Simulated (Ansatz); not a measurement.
Input for Ansatz (a first-principles code): R-CCSD(T)/aug-cc-pVDZ on C2H3F (SMILES C=CF) with ghost functions, monomers drawn apart or pushed together.

Ansatz 0.2 input:
```yaml
crystal:
  periodic: [false, false, false]
  atoms:
    - {symbol: C, position_ang: [-1.01651312, -0.37502256, 3.67191536]}
    - {symbol: C, position_ang: [0.08523776, 0.14180307, 4.17361295]}
    - {symbol: F, position_ang: [1.10782592, 0.55839668, 3.38399667]}
    - {symbol: H, position_ang: [-1.15252664, -0.48952027, 2.60340392]}
    - {symbol: H, position_ang: [-1.79717943, -0.68929314, 4.34957043]}
    - {symbol: H, position_ang: [0.31294408, 0.29597890, 5.21982703]}
basis:
  gaussian:
    orbitals: aug-cc-pVDZ
    ghost_atoms:
      - {symbol: N, position_ang: [-0.02761160, -0.09532381, 0.64327986]}
      - {symbol: H, position_ang: [0.65504430, 0.24667522, 1.31115156]}
      - {symbol: H, position_ang: [0.41783056, -0.82509455, 0.09884847]}
      - {symbol: H, position_ang: [-0.24275256, 0.66623092, 0.00995532]}
magnetization: {spin_polarized: false}
correlation: {method: ccsd_t, electrons: outside_noble_gas}
scf: {lower_state_search: off}
```

Output:

```
WARN ansatz: RAYON_NUM_THREADS=2 ignored (pool sized by the plan → 2); use --threads N
Functional definition: HF
these checks for a lower state are left out or cut short: stability, starts, cluster_reference, orbital_swaps, neighbouring_geometries, increment
integrals: 0.36 GiB planned
1318 factors; integrals over basis functions are off by at most 6.9e-4 eV
mean field: 0.35 GiB planned
mean field evaluation 1: about -4811.9596 eV, gradient 2.8e1 eV
mean field evaluation 2: about -4811.9602 eV, gradient 2.8e1 eV
mean field evaluation 4: about -4813.8859 eV, gradient 2.8e0 eV
mean field evaluation 8: about -4813.9161 eV, gradient 4.6e-4 eV
mean field -4813.91610564 eV, -176.9081538928 hartree, gradient 2.1e-6 eV, S^2 0.000000; 0 other end points of the search recorded, 0 dependent functions left out
3 core orbitals not correlated
reference -4813.91610564 eV, -176.9081538928 hartree; 9, 9 occupied and 134, 134 virtual orbitals, 1318 factors
second order -13.06265767 eV of doubles, -0.00000000 eV of singles
coupled cluster: 1.06 GiB planned
cycle   1  -13.32264219 eV  change   -2.6e-1 eV  update   8.6e-2
cycle   2  -13.64805312 eV  change   -3.3e-1 eV  update   2.8e-2
cycle   3  -13.74707016 eV  change   -9.9e-2 eV  update   1.5e-2
cycle   4  -13.74573465 eV  change    1.3e-3 eV  update   3.6e-3
cycle   5  -13.74453802 eV  change    1.2e-3 eV  update   1.4e-3
cycle   6  -13.74517265 eV  change   -6.3e-4 eV  update   3.4e-4
cycle   7  -13.74514384 eV  change    2.9e-5 eV  update   1.1e-4
cycle   8  -13.74511209 eV  change    3.2e-5 eV  update   3.3e-5
cycle   9  -13.74511324 eV  change   -1.2e-6 eV  update   1.1e-5
perturbative correction -0.44837522 eV, -0.0164774856 hartree
Total energy: -4828.10959410 eV, -177.4297549730 hartree
Checks for a lower state left out: stability, starts, cluster_reference, orbital_swaps, neighbouring_geometries, increment
```

The calculation finished and met its thresholds.

Cost: about 11 core-seconds (a rough figure).
